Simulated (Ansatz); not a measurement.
A nudged elastic band was laid between two geometries of CH10BNSSi2 (16 atoms, charge 0, multiplicity 1).

Level of theory: RKS BHLYP-D4/6-31G* in Ansatz 0.2.0.

* movable images: 6
* climbing image: no
* spring: 5.0 eV/Å²
* optimiser: quadratic models (default)
* start path: through a guess of the saddle point
* force threshold: 0.05 eV/Å
* iteration limit: 53
* end points: relaxed

Initial state:

```xyz
16
Properties=species:S:1:pos:R:3
C -1.404 -2.138 -1.878
S -1.019 -2.886 -0.258
Si -0.691 -1.123 0.919
Si 1.053 0.215 0.116
B 1.316 1.840 1.284
N 1.016 3.106 0.810
H -2.268 -1.485 -1.812
H -1.635 -2.953 -2.554
H -0.558 -1.587 -2.271
H -0.393 -1.628 2.276
H -1.942 -0.330 0.989
H 2.268 -0.632 0.051
H 0.720 0.604 -1.281
H 1.709 1.749 2.405
H 0.684 3.290 -0.118
H 1.120 3.936 1.365
```

Final state:

```xyz
16
Properties=species:S:1:pos:R:3
C -1.443 -2.360 -1.807
S -0.716 -2.925 -0.230
Si -0.625 -1.065 0.834
Si 0.756 0.519 -0.197
B 0.660 2.300 0.747
N 1.739 2.768 1.477
H -2.411 -1.898 -1.648
H -1.574 -3.239 -2.427
H -0.787 -1.666 -2.319
H -0.107 -1.422 2.172
H -1.994 -0.521 1.000
H 2.134 -0.035 -0.198
H 0.332 0.630 -1.614
H -0.324 2.971 0.722
H 2.612 2.282 1.556
H 1.726 3.639 1.975
```

(1) Which bonds break or form, and what moves?

(2) Give the energies along the band, and the barrier.

(3) What is the geometry of the highest image?

Results:

(1) No bond is made or broken. The dihedral Si3–Si4–B5–N6 goes from -112 to 110°.

(2) The run converged. The highest image is number 3 of 0 to 7, 0.057 eV above the first end and 0.064 eV above the last; the last end lies 0.007 eV below the first. No image climbed, so the highest image needn't sit at the top of the path.

```tsv
image	path coordinate (Å)	energy (eV)	dihedral Si3–Si4–B5–N6 (°)
0	0.00	0.000	-112
1	0.81	0.008	-130
2	1.61	0.033	-151
3	2.42	0.057	-171
4	3.22	0.055	169
5	4.03	0.026	148
6	4.83	0.001	128
7	5.64	-0.007	110
```

(3) 
```xyz
16
Properties=species:S:1:pos:R:3
C -1.440 -2.233 -1.862
S -0.745 -3.010 -0.364
Si -0.599 -1.299 0.923
Si 0.814 0.367 0.093
B 0.851 2.028 1.259
N 1.488 3.177 0.824
H -2.387 -1.750 -1.649
H -1.609 -3.028 -2.580
H -0.752 -1.514 -2.291
H -0.078 -1.827 2.201
H -1.954 -0.750 1.169
H 2.170 -0.225 -0.033
H 0.387 0.701 -1.291
H 0.338 2.064 2.334
H 1.954 3.261 -0.060
H 1.541 4.015 1.374
```

Run time: 10 min on 2 threads of Arm Neoverse V1, on a shared host, peak memory 0.33 GiB.
